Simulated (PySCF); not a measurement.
## C₆ coefficients of unlike pairs at HSE06

Calculated with PySCF 2.14 from the dipole response of each species, C₆(A,B) = (3/π) ∫ α_A(iu) α_B(iu) du, in atomic units, from isotropic polarisabilities. For ions this is the dispersion term alone; charge-induced terms of lower order in 1/R come first.

| species | configuration | basis | relativity | α (bohr³) | C₆ (like pair) |
| --- | --- | --- | --- | --- | --- |
| Sb³⁺ | [Kr] 4d10 5s2 (1S) | aug-cc-pwCVDZ-PP with ECP28MDF (6s5p4d1f) | core potential | 10.50 | 47.25 |
| Co³⁺ | [Ar] 3d6 (5D) | dyall-av2z (16s12p7d2f) | none | 1.681 | 3.883 |
| C⁺ | [He] 2s2 2p1 (2P) | dyall-acv3z (15s9p4d2f) | spin-free X2C | 6.061 | 14.50 |

(1) Estimate C₆ for C⁺ with Co³⁺.

No spin-orbit coupling is included.

The other pairs:

```json
{"pair": "C⁺, Sb³⁺", "C₆": "25.94"}
{"pair": "Co³⁺, Sb³⁺", "C₆": "12.20"}
```

Results:

(1) The integral gives 6.339. The combination rule 2 C_A C_B / (C_A α_B/α_A + C_B α_A/α_B) gives 6.246 and the geometric mean 7.503.
